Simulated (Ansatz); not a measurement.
`OC1(F)C=N[SiH2]1` → 2 C• + F• + 4 H• + N• + O• + Si•  (atomization)

Calculated with Ansatz (gas phase, PBE0-D4/def2-TZVP geometries, no zero-point term in ΔE). CCSD(T)/CBS is the MP2 limit (def2-TZVPP, def2-QZVPP) plus CCSD(T) − MP2 in def2-TZVPP, frozen cores. This one scheme is used for every species, atoms too. DFT in def2-TZVPP. B3LYP here is the variant with VWN-RPA as its local correlation; programs differ in this. Open shells (•) are unrestricted, without spin–orbit coupling. Spin–orbit coupling would lower the free atoms: a little for C, F, O, Si. One conformer a species, not always the lowest.

`OC1(F)C=N[SiH2]1`:

```xyz
10

O    -0.599    1.587   -0.550
C    -0.365    0.504    0.255
F    -0.986    0.685    1.478
C     1.097    0.101    0.446
N     1.325   -1.050   -0.060
Si   -0.388   -1.246   -0.545
H    -0.206    2.373   -0.150
H     1.860    0.716    0.942
H    -1.112   -2.311    0.190
H    -0.625   -1.359   -2.005
```

Problem. What is ΔE at CCSD(T)/CBS? (An estimate is asked.)

Solution. Computed: +921.9 kcal/mol.

Problem. What do these levels give: r2SCAN-D4, PBE0-D4, B3LYP-D4, ωB97X-V, ωB97M-V, PBE0, B3LYP, SCS-MP2/def2-TZVPP, CCSD/def2-TZVPP, CCSD(T)/def2-TZVPP, MP2/def2-QZVPP, CCSD/CBS(def2)? (An estimate is asked.)

Solution. Computed: r2SCAN-D4 924.1, PBE0-D4 926.6, B3LYP-D4 920.9, ωB97X-V 929.0, ωB97M-V 928.1, PBE0 922.2, B3LYP 912.4, SCS-MP2/def2-TZVPP 909.5, CCSD/def2-TZVPP 870.8, CCSD(T)/def2-TZVPP 891.3, MP2/def2-QZVPP 937.4, CCSD/CBS(def2) 901.4 kcal/mol.

Largest T1 diagnostic among the species: 0.013.

The D4 term adds +8.5 kcal/mol with B3LYP and +4.4 kcal/mol with PBE0; it sums over pairs of atoms, weighted by their polarisabilities, and B3LYP, whose exchange is more repulsive, gets the larger term. From PBE to PBE0 (25 % exact exchange), in def2-TZVPP and without D4, ΔE moves by −30.4 kcal/mol: exact exchange takes away binding that semilocal exchange gives to molecules.

For atomizations the MP2-based limit and the directly extrapolated one differ by several kJ/mol either way, and by 10 to 25 for some Ge, Se and Sn compounds, so smaller differences from it don't rank the levels.
